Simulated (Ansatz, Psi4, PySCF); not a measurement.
C2H3Cl2FGe (SMILES C=[CH][Ge]([F])([Cl])[Cl]), singlet, at a GFN2-xTB geometry, atoms displaced at random by about 0.08 Å a coordinate. Base run: R2SCAN/STO-3G, gradient (PySCF).

Input for PySCF:
```python
from pyscf import gto, scf, dft

mol = gto.Mole()
mol.atom = '''
    C    -2.90171003   -0.53533321   -0.17232952
    C    -1.56411184   -0.63052003   -0.91831899
    Ge    0.15768842   -0.00141920    0.20725978
    F    -0.51765649    0.59867036    1.60935380
    Cl    1.43990351   -1.41767145    0.54180728
    Cl    0.90274154    1.64487104   -0.70301413
    H    -3.08658651   -0.07672185    0.76574937
    H    -3.81836725   -0.94230992   -0.68596071
    H    -1.56995233   -1.00552060   -1.86736687
'''
mol.basis = 'sto-3g'
mol.verbose = 4
mol.build()

mf = dft.RKS(mol)
mf.xc = 'r2scan'
mf.kernel()
g = mf.nuc_grad_method()
grad = g.kernel()
```

Programs used: Ansatz (a first-principles code), Psi4, PySCF; a row that names a program was run with it.

The coordinate followed is z of atom 7.

Each row names what was changed in the base input (with any setting that the change needs).

```tsv
change	dE/dx (Eh/bohr)	net force (Eh/bohr)
base	-0.032271	0.003241
density fitting = on	-0.032276	0.003241
finite difference step (bohr) = 1e-4; conv_tol = 1e-11	-0.032270	-
density fitting = on; auxbasis_response = off	-0.032311	0.005679
code = ansatz	-0.032287	0.000000
code = psi4	-0.032308	0.006437
conv_tol = 1e-11	-0.032271	0.003241
finite difference step (bohr) = 0.01; conv_tol = 1e-11	-0.032284	-
finite difference step (bohr) = 0.05; conv_tol = 1e-11	-0.032620	-
conv_tol = 1e-6	-0.032266	0.003242
finite difference step (bohr) = 0.2; conv_tol = 1e-11	?	-
finite difference step (bohr) = 1e-5; conv_tol = 1e-11	-0.032270	-
```

### Question
Complete the blanks.

### Answer

- finite difference step (bohr) = 0.2; conv_tol = 1e-11, dE/dx (Eh/bohr): -0.037896

The net force is zero for an exact gradient.
